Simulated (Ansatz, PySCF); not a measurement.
Complex: NH3 (SMILES N) (first 4 atoms) with C3H6 (SMILES C=CC); geometry from B3LYP-D3(BJ)/def2-TZVP, rigid monomers moved along the line of their centres of mass till H4···C6 is 3.66 Å.
(charge 0, multiplicity 1):
```xyz
13

N     -0.21106    -0.20862     0.53719
H     -0.71185    -0.85499    -0.06195
H      0.73847    -0.14826     0.18707
H     -0.16549    -0.62346     1.46246
C      0.15641    -0.86529     5.27815
C     -0.48841     0.26201     5.00023
C      0.15642     1.57673     4.70074
H      1.23966    -0.90235     5.32010
H     -0.37246    -1.78775     5.48135
H     -1.57492     0.24841     4.97018
H     -0.19213     2.34883     5.39230
H      1.24321     1.51439     4.77518
H     -0.10404     1.90586     3.69134
```

Interaction energies are E(AB) − E(A) − E(B) at the monomers' geometry in the complex; basis-set methods are counterpoise corrected.

Cores are frozen in the correlated methods.

Programs: Ansatz (Gaussian basis) for Hartree–Fock, density functionals and correlated methods; PySCF for the dispersion terms. 

PBE/def2-TZVPPD gives -0.77 kcal/mol for the interaction energy.

Predict the shift from PBE, with its sign, for: PBE-D3(BJ)/def2-TZVPPD, r2SCAN/def2-TZVPPD, B3LYP/def2-TZVPPD, wB97M-V/def2-TZVPPD, MP2/aug-cc-pVDZ, CCSD(T)/aug-cc-pVDZ.

PBE-D3(BJ)/def2-TZVPPD -0.38; r2SCAN/def2-TZVPPD 0.01; B3LYP/def2-TZVPPD 0.33; wB97M-V/def2-TZVPPD -0.20; MP2/aug-cc-pVDZ -0.19; CCSD(T)/aug-cc-pVDZ -0.15 kcal/mol. 2 of 6 lie above PBE; the widest gap is to PBE-D3(BJ)/def2-TZVPPD.

Ansatz is a quantum-chemistry and plane-wave program.
